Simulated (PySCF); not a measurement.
CH3F3OSi, SMILES O[Si](F)(F)CF. Atoms are numbered in the order given.

```xyz
9

O     -1.1929     0.5803     0.9711
Si    -0.3139    -0.2632    -0.1402
F     -0.5087    -1.8586     0.0846
F     -0.8449     0.0209    -1.6491
C      1.5040     0.2363     0.0510
F      1.5169     1.4469     0.7667
H     -0.6481     1.2853     1.3729
H      2.0139     0.3848    -0.9258
H      2.0772    -0.5287     0.6203
```

Geometry optimised at PBE-D3(BJ)/def2-SVP. This is a generated structure with no PubChem entry under its InChIKey; it may be hypothetical. One conformer was computed; it need not be the lowest.

Two levels are set side by side: PBE/pcSseg-1 (PySCF) and PBE0/pcSseg-1 (PySCF). GIAO shifts against CFCl3 (¹⁹F), H2O (¹⁷O), TMS (²⁹Si), TMS (¹H), TMS (¹³C) at the same level; non-relativistic, no solvent, atoms listed together averaged. Differences are taken from unrounded values.

```json
[
 {"quantity": "δ(¹⁷O) of O1 (ppm)", "PBE": "67.4"},
 {"quantity": "δ(²⁹Si) of Si2 (ppm)", "PBE": "-40.9"},
 {"quantity": "δ(¹³C) of C5 (ppm)", "PBE": "82.0"},
 {"quantity": "δ(¹⁹F) of F6 (ppm)", "PBE": "-319.9"},
 {"quantity": "δ(¹H) of H7 (ppm)", "PBE": "4.08"},
 {"quantity": "δ(¹H) of H8, H9 (ppm)", "PBE": "5.09"}
]
```

Question: These are the PBE values. What does PBE0 give? (An estimate is asked for; the answer gives what the named calculation found.)

Answer: 
```json
[
 {"quantity": "δ(¹⁷O) of O1 (ppm)", "PBE0": "59.2", "PBE minus PBE0": "8.2"},
 {"quantity": "δ(²⁹Si) of Si2 (ppm)", "PBE0": "-42.3", "PBE minus PBE0": "1.5"},
 {"quantity": "δ(¹³C) of C5 (ppm)", "PBE0": "78.9", "PBE minus PBE0": "3.2"},
 {"quantity": "δ(¹⁹F) of F6 (ppm)", "PBE0": "-301.1", "PBE minus PBE0": "-18.8"},
 {"quantity": "δ(¹H) of H7 (ppm)", "PBE0": "4.13", "PBE minus PBE0": "-0.05"},
 {"quantity": "δ(¹H) of H8, H9 (ppm)", "PBE0": "5.02", "PBE minus PBE0": "0.06"}
]
```

Rough cost on one machine, each run with all the roots and properties that it gave: PBE0 against PBE within a factor of 2.
